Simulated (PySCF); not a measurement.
# [La(NH2)4]−: from a saddle point downhill

PySCF 2.14.0, RKS PBE0, La def2-SVP with ECP46, N def2-SVP, H def2-SVP; non-relativistic Hamiltonian with scalar-relativistic core potentials where named; density fitting; no spin-orbit coupling. Relaxed within the symmetry of its start, the geometry (D2d) is

```xyz
13

La    0.0000    0.0000    0.0000
N     1.2327    1.4612    1.4612
H     1.6604    1.2126    2.3562
H     1.6604    2.3562    1.2126
N    -1.2327   -1.4612    1.4612
H    -1.6604   -1.2126    2.3562
H    -1.6604   -2.3562    1.2126
N     1.2327   -1.4612   -1.4612
H     1.6604   -2.3562   -1.2126
H     1.6604   -1.2126   -2.3562
N    -1.2327    1.4612   -1.4612
H    -1.6604    2.3562   -1.2126
H    -1.6604    1.2126   -2.3562
```

and its lowest harmonic modes are -160, -37, -37, 76, 80, 96 cm⁻¹ (negative: unstable). It was moved along the lowest mode and relaxed again, within the group S4 that the move left.

**Question.** Where does it end, and how much lower?

**Answer.** In S4, 0.095 eV lower, after 25 steps:
```xyz
13

La    0.0000    0.0000    0.0000
N     1.4376    1.3084    1.4068
H     1.4450    1.4865    2.4123
H     2.3032    1.7296    1.0599
N    -1.4376   -1.4067    1.3084
H    -2.3030   -1.0595    1.7298
H    -1.4453   -2.4122    1.4865
N     1.4376   -1.3084   -1.4068
H     2.3032   -1.7296   -1.0599
H     1.4450   -1.4865   -2.4123
N    -1.4376    1.4067   -1.3084
H    -1.4453    2.4122   -1.4865
H    -2.3030    1.0595   -1.7298
```

**Question.** How do the contacts change?

**Answer.** 
| contact | saddle (Å) | end (Å) |
| --- | --- | --- |
| La1–N2 (NH2) | 2.406 | 2.400 |
| La1–N5 (NH2) | 2.406 | 2.400 |
| La1–N8 (NH2) | 2.406 | 2.400 |
| La1–N11 (NH2) | 2.406 | 2.400 |


No frequency check is given for the end, and other unstable modes may remain.

State: singlet.
